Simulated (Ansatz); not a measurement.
Consider the formal exchange of groups at the Si–F bond: `O[Si](F)([SiH3])[SiH3]` + ethylene → `C=C[Si](O)([SiH3])[SiH3]` + H–F.

Gas-phase electronic energies from Ansatz, PBE0-D4/def2-TZVP geometries. CBS: MP2 limit from def2 TZ/QZ plus the TZ coupled-cluster correction, frozen cores. This one scheme is used for every species. DFT in def2-TZVPP. One conformer a species, not always the lowest.

CCSD(T)/CBS gives +133.6 kJ/mol.

(1) Another level gave +140.9 kJ/mol. Which?
A. BLYP/def2-TZVPP
B. MP2/def2-TZVPP
C. ωB97X-V/def2-TZVPP
D. SCS-MP2/def2-TZVPP

Largest T1 diagnostic among the species: 0.013.

Answers

(1) C. ωB97X-V 140.9, SCS-MP2/def2-TZVPP 136.6, MP2/def2-TZVPP 127.8, BLYP 153.7 kJ/mol.

The D4 term adds −13.9 kJ/mol with B3LYP and −8.1 kJ/mol with PBE0; it sums over pairs of atoms, weighted by their polarisabilities, and B3LYP, whose exchange is more repulsive, gets the larger term. Leaving LDA and LC-ωPBE aside and taking each functional with its dispersion term where it has one, the values, not all of them listed here, spread over 27.8 kJ/mol, from revPBE-D4 to CAM-B3LYP-D4. LDA lies −6.3 kJ/mol from PBE without D4.

CCSD(T)/CBS has its own doubt, a few kJ/mol and more with outer-core shells, so smaller differences from it don't rank the levels.

B3LYP here is the variant with VWN-RPA as its local correlation; programs differ in this.
